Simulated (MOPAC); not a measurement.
A run for MOPAC: PM7 on ClGaH2O (SMILES [OH][GaH][Cl]), a point of a torsion scan.

```
PM7 1SCF PRECISE CHARGE=0 THREADS=1
ClGaH2O

O     -1.15025137 1    -0.20063426 1    -0.34520866 1
Ga     0.56596044 1    -0.11971039 1    -0.47416812 1
Cl     1.16554841 1     0.61917090 1    -2.30803937 1
H     -1.83459531 1    -0.45555389 1     0.26670841 1
H      1.45492976 1    -0.56720672 1     0.69198032 1
```

The log:

```
*******************************************************************************
 **                                                                           **
 **                              MOPAC v23.2.5                                **
 **                                                                           **
 *******************************************************************************
 ** MOPAC's Digital Object Identifier: https://doi.org/10.5281/zenodo.6511958 **
 **                                                                           **
 ** Please cite the open-source release paper for use of this MOPAC version:  **
 ** J. E. Moussa and J. J. P. Stewart (2026)                                  **
 ** MOPAC: An open-source semiempirical molecular orbital program             **
 ** J. Open Source Softw., 11(119), 8025, https://doi.org/10.21105/joss.08025 **
 *******************************************************************************

                              PM7 CALCULATION RESULTS

 *******************************************************************************
 *  PM7        - The PM7 Hamiltonian to be used
 *
 *
 *
 *                 CHARGE ON SYSTEM = 0
 *
 *
 *
 *  PRECISE    - TIGHTER CRITERIA TO BE USED
 *  1SCF       - DO 1 SCF AND THEN STOP
 *  THREADS=1  - MULTI-THREADING NOT USED
 *  T=         - A TIME OF 172800.0 SECONDS REQUESTED
 *  DUMP=N     - RESTART FILE WRITTEN EVERY 7200.0 SECONDS REQUESTED
 *******************************************************************************
PM7 1SCF PRECISE CHARGE=0 THREADS=1
 ClGaH2O

   ATOM   CHEMICAL          X               Y               Z
  NUMBER   SYMBOL      (ANGSTROMS)     (ANGSTROMS)     (ANGSTROMS)

     1       O         -1.15025137  *  -0.20063426  *  -0.34520866  *
     2      Ga          0.56596044  *  -0.11971039  *  -0.47416812  *
     3      Cl          1.16554841  *   0.61917090  *  -2.30803937  *
     4       H         -1.83459531  *  -0.45555389  *   0.26670841  *
     5       H          1.45492976  *  -0.56720672  *   0.69198032  *



          CARTESIAN COORDINATES

    NO.       ATOM           X           Y           Z

     1         O         -1.1503     -0.2006     -0.3452
     2        Ga          0.5660     -0.1197     -0.4742
     3        Cl          1.1655      0.6192     -2.3080
     4         H         -1.8346     -0.4556      0.2667
     5         H          1.4549     -0.5672      0.6920

 General Reference for PM7:
 "Optimization of Parameters for Semiempirical Methods VI: More Modifications to the
 NDDO Approximations and Re-optimization of Parameters", J. J. P. Stewart, J. Mol. Mod., 1:32, 19 (2013)
 https://link.springer.com/article/10.1007/s00894-012-1667-x

           Empirical Formula: H2 O Ga Cl  =     5 atoms



      MOLECULAR POINT GROUP   :   Cs


      RHF CALCULATION, NO. OF DOUBLY OCCUPIED LEVELS = 9


 -------------------------------------------------------------------------------
 PM7 1SCF PRECISE CHARGE=0 THREADS=1
 ClGaH2O



     1SCF WAS SPECIFIED, SO BFGS WAS NOT USED
     SCF FIELD WAS ACHIEVED


                              PM7 CALCULATION
                                                       MOPAC v23.2.5 Linux




          FINAL HEAT OF FORMATION =        -90.11583 KCAL/MOL =    -377.04463 KJ/MOL


          COSMO AREA              =         98.61 SQUARE ANGSTROMS
          COSMO VOLUME            =         81.49 CUBIC ANGSTROMS

          IONIZATION POTENTIAL    =         11.215255 EV
          HOMO LUMO ENERGIES (EV) =        -11.215  0.435
          NO. OF FILLED LEVELS    =          9
          MOLECULAR WEIGHT        =        123.2032         POINT GROUP:  Cs

          MOLECULAR DIMENSIONS (Angstroms)

            Atom       Atom       Distance
            H     4   Cl     3     4.09698
            H     5    O     1     2.57917
           Ga     2   Cl     3     0.00014


          SCF CALCULATIONS        =          1





   ATOM   CHEMICAL          X               Y               Z
  NUMBER   SYMBOL      (ANGSTROMS)     (ANGSTROMS)     (ANGSTROMS)

     1       O         -1.15025137  *  -0.20063426  *  -0.34520866  *
     2      Ga          0.56596044  *  -0.11971039  *  -0.47416812  *
     3      Cl          1.16554841  *   0.61917090  *  -2.30803937  *
     4       H         -1.83459531  *  -0.45555389  *   0.26670841  *
     5       H          1.45492976  *  -0.56720672  *   0.69198032  *

                             CARTESIAN COORDINATES

   1    O       -1.150251370    -0.200634260    -0.345208660
   2   Ga        0.565960440    -0.119710390    -0.474168120
   3   Cl        1.165548410     0.619170900    -2.308039370
   4    H       -1.834595310    -0.455553890     0.266708410
   5    H        1.454929760    -0.567206720     0.691980320


           Empirical Formula: H2 O Ga Cl  =     5 atoms



      MOLECULAR POINT GROUP   :   Cs


                  EIGENVALUES
 -27.99402 -25.79164 -19.55022 -16.16236 -13.20560 -12.60192 -11.80226 -11.40303
 -11.21525   0.43521   0.70175   2.20051   3.00494   6.38017  70.82172  70.95530
  71.16062  71.96215  71.97366


              NET ATOMIC CHARGES AND DIPOLE CONTRIBUTIONS

  ATOM NO.   TYPE          CHARGE      No. of ELECS.   s-Pop       p-Pop       d-Pop
    1          O          -0.878280        6.8783     1.70722     5.17106
    2         Ga           0.694134        2.3059     1.14931     1.15655
    3         Cl          -0.310874        7.3109     1.98761     5.32009     0.00318
    4          H           0.400939        0.5991     0.59906
    5          H           0.094081        0.9059     0.90592
 DIPOLE           X         Y         Z       TOTAL
 POINT-CHG.     2.123    -1.611     4.148     4.931
 HYBRID        -1.346     0.126    -0.376     1.403
 SUM            0.777    -1.485     3.772     4.128


          ATOMIC ORBITAL ELECTRON POPULATIONS

     Atom    s        px        py        pz      x^2-y^2     xz        z^2       yz        xy
    1  O   1.70722   1.52313   1.88835   1.75958
    2 Ga   1.14931   0.44536   0.18722   0.52398
    3 Cl   1.98761   1.91907   1.88628   1.51473   0.00015   0.00086   0.00117   0.00082   0.00017
    4  H   0.59906
    5  H   0.90592

 **********************
 *                    *
 * JOB ENDED NORMALLY *
 *                    *
 **********************




 == MOPAC DONE ==
```

The run finished.

Cost: roughly 0.010 core-seconds.
